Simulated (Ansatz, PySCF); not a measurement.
Here is a job for Ansatz (a first-principles code).
Ansatz 0.2 input:
```yaml
crystal:
  periodic: [false, false, false]
  atoms:
    - {symbol: F, position_ang: [-0.00000000, -0.00000000, -0.09325170]}
    - {symbol: H, position_ang: [0.00000000, 0.00000000, 0.83926531]}
basis:
  gaussian:
    orbitals: aug-cc-pVDZ
hamiltonian:
  xc: r2scan
accuracy: high
```

Q: Give the equivalent PySCF input.

A: One answer among several that fit: 
```python
from pyscf import gto, scf, dft

mol = gto.M(
    atom='''
F    -0.00000000   -0.00000000   -0.09325170
H     0.00000000    0.00000000    0.83926531
''',
    basis='aug-cc-pvdz',
    verbose=4,
)

mf = dft.RKS(mol)
mf.xc = 'r2scan'
mf.grids.atom_grid = (99, 590)
mf.grids.prune = None
mf.kernel()
```

Both were run: Ansatz gave -100.414552 Eh and PySCF -100.414551 Eh, 0.000 mEh apart.
